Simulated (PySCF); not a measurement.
Job for PySCF: U-M06-2X/def2-TZVPP on CF3 (SMILES F[C](F)F).

```python
from pyscf import gto, dft

mol = gto.M(
    atom='''
    C     0.00000054    0.00000000    0.00000000
    F     1.31551455   -0.00000000   -0.00000000
    F    -0.65775754    1.13926772   -0.00000000
    F    -0.65775754   -1.13926772   -0.00000000
    ''',
    basis='def2-tzvpp',
    charge=0, spin=1, verbose=4, max_memory=1800)
mf = dft.UKS(mol, xc='m062x').density_fit(auxbasis='def2-universal-jkfit')
mf.grids.level = 4
mf.conv_tol = 1e-9
mf.max_cycle = 150
mf.kernel()
mf.dip_moment()
```

Program output:

```
PySCF version 2.14.0

[INPUT] verbose = 4
[INPUT] num. atoms = 4
[INPUT] num. electrons = 33
[INPUT] charge = 0
[INPUT] spin (= nelec alpha-beta = 2S) = 1
[INPUT] symmetry False subgroup None
[INPUT] Mole.unit = angstrom
[INPUT] Symbol           X                Y                Z      unit          X                Y                Z       unit  Magmom
[INPUT]  1 C      0.000000540000   0.000000000000   0.000000000000 AA    0.000001020452   0.000000000000   0.000000000000 Bohr   0.0
[INPUT]  2 F      1.315514550000   0.000000000000   0.000000000000 AA    2.485962212380   0.000000000000   0.000000000000 Bohr   0.0
[INPUT]  3 F     -0.657757540000   1.139267720000   0.000000000000 AA   -1.242981606968   2.152903973358   0.000000000000 Bohr   0.0
[INPUT]  4 F     -0.657757540000  -1.139267720000   0.000000000000 AA   -1.242981606968  -2.152903973358   0.000000000000 Bohr   0.0

nuclear repulsion = 121.60131235912
number of shells = 44
number of NR pGTOs = 184
number of NR cGTOs = 124
basis = def2-tzvpp
ecp = {}


******** <class 'pyscf.df.df_jk.DFUKS'> ********
method = DFUKS
initial guess = minao
damping factor = 0
level_shift factor = 0
DIIS = <class 'pyscf.scf.diis.CDIIS'>
diis_start_cycle = 1
diis_space = 8
diis_damp = 0
SCF conv_tol = 1e-09
SCF conv_tol_grad = None
SCF max_cycles = 150
direct_scf = False
number electrons alpha = 17  beta = 16
XC library pyscf.dft.libxc version 7.1.2
    S. Lehtola, C. Steigemann, M. J. T. Oliveira, and M. A. L. Marques,  SoftwareX 7, 1–5 (2018)
XC functionals = m062x
    Y. Zhao and D. G. Truhlar,  Theor. Chem. Acc. 120, 215 (2008)
    Y. Zhao and D. G. Truhlar,  Theor. Chem. Acc. 120, 215 (2008)
radial grids:
    Treutler-Ahlrichs [JCP 102, 346 (1995); DOI:10.1063/1.469408] (M4) radial grids

becke partition: Becke, JCP 88, 2547 (1988); DOI:10.1063/1.454033
pruning grids: <function nwchem_prune>
grids dens level: 4
symmetrized grids: False
atomic radii adjust function: <function treutler_atomic_radii_adjust>
small_rho_cutoff = 0
Set gradient conv threshold to 3.16228e-05
tot grids = 115120
******** <class 'pyscf.df.df.DF'> ********
auxbasis = def2-universal-jkfit
init E= -338.158798280379
  alpha nocc = 17  HOMO = -0.0278867813467514  LUMO = 0.0129163127714271
  beta  nocc = 16  HOMO = -0.534390273964306  LUMO = -0.0278867813467514

WARN: HOMO -0.0278867813467514 >= LUMO -0.0278867813467514

cycle= 1 E= -337.451572189824  delta_E= 0.707  |g|= 0.536  |ddm|= 1.41
  alpha nocc = 17  HOMO = -0.324072888482295  LUMO = 0.0126648304329251
  beta  nocc = 16  HOMO = -0.530088102081924  LUMO = -0.0719186089436938
  HOMO = -0.324072888482  LUMO = -0.0719186089437  gap/eV = 6.86147
cycle= 2 E= -337.440608938494  delta_E= 0.011  |g|= 0.626  |ddm|= 0.593
  alpha nocc = 17  HOMO = -0.258799403356928  LUMO = 0.0466371572270141
  beta  nocc = 16  HOMO = -0.562720959521483  LUMO = 0.00865008557770963
  HOMO = -0.258799403357  LUMO = 0.00865008557771  gap/eV = 7.27767
cycle= 3 E= -337.55682898808  delta_E= -0.116  |g|= 0.0485  |ddm|= 0.25
  alpha nocc = 17  HOMO = -0.247803846081368  LUMO = 0.0596053245745161
  beta  nocc = 16  HOMO = -0.546298119022636  LUMO = 0.0306261989524224
  HOMO = -0.247803846081  LUMO = 0.0306261989524  gap/eV = 7.57647
cycle= 4 E= -337.557717244257  delta_E= -0.000888  |g|= 0.0142  |ddm|= 0.0353
  alpha nocc = 17  HOMO = -0.254323977859745  LUMO = 0.0613850567598107
  beta  nocc = 16  HOMO = -0.548690076343425  LUMO = 0.0331530349257569
  HOMO = -0.25432397786  LUMO = 0.0331530349258  gap/eV = 7.82265
cycle= 5 E= -337.55790280008  delta_E= -0.000186  |g|= 0.0037  |ddm|= 0.0256
  alpha nocc = 17  HOMO = -0.255050392256091  LUMO = 0.0623053499717088
  beta  nocc = 16  HOMO = -0.548508028487152  LUMO = 0.0351031763777598
  HOMO = -0.255050392256  LUMO = 0.0351031763778  gap/eV = 7.89548
cycle= 6 E= -337.557926140437  delta_E= -2.33e-05  |g|= 0.00105  |ddm|= 0.00885
  alpha nocc = 17  HOMO = -0.255364176025321  LUMO = 0.0622036706568387
  beta  nocc = 16  HOMO = -0.548513509882756  LUMO = 0.0352020745280619
  HOMO = -0.255364176025  LUMO = 0.0352020745281  gap/eV = 7.90671
cycle= 7 E= -337.557927506476  delta_E= -1.37e-06  |g|= 0.000215  |ddm|= 0.00168
  alpha nocc = 17  HOMO = -0.255333223389488  LUMO = 0.06218619232558
  beta  nocc = 16  HOMO = -0.548513142069358  LUMO = 0.0352438277298859
  HOMO = -0.255333223389  LUMO = 0.0352438277299  gap/eV = 7.90700
cycle= 8 E= -337.557927556097  delta_E= -4.96e-08  |g|= 4.04e-05  |ddm|= 0.000326
  alpha nocc = 17  HOMO = -0.255334901119625  LUMO = 0.0621817761290124
  beta  nocc = 16  HOMO = -0.548522779824658  LUMO = 0.0352380622585855
  HOMO = -0.25533490112  LUMO = 0.0352380622586  gap/eV = 7.90689
cycle= 9 E= -337.55792755766  delta_E= -1.56e-09  |g|= 6.06e-06  |ddm|= 5.5e-05
  alpha nocc = 17  HOMO = -0.255333981081069  LUMO = 0.0621804786801654
  beta  nocc = 16  HOMO = -0.548523631039592  LUMO = 0.0352379757337644
  HOMO = -0.255333981081  LUMO = 0.0352379757338  gap/eV = 7.90687
cycle= 10 E= -337.557927557689  delta_E= -2.94e-11  |g|= 1.87e-06  |ddm|= 7.93e-06
  alpha nocc = 17  HOMO = -0.255334112659842  LUMO = 0.0621803484321219
  beta  nocc = 16  HOMO = -0.54852402201004  LUMO = 0.0352378761356498
  HOMO = -0.25533411266  LUMO = 0.0352378761356  gap/eV = 7.90687
Extra cycle  E= -337.557927557691  delta_E= -1.36e-12  |g|= 2.02e-06  |ddm|= 1.61e-06
converged SCF energy = -337.557927557691  <S^2> = 0.75575462  2S+1 = 2.0057464
Dipole moment(X, Y, Z, Debye):  0.00001,  0.00000,  0.00000
```

The run converged.

Cost: about 40 core-seconds (a rough figure).
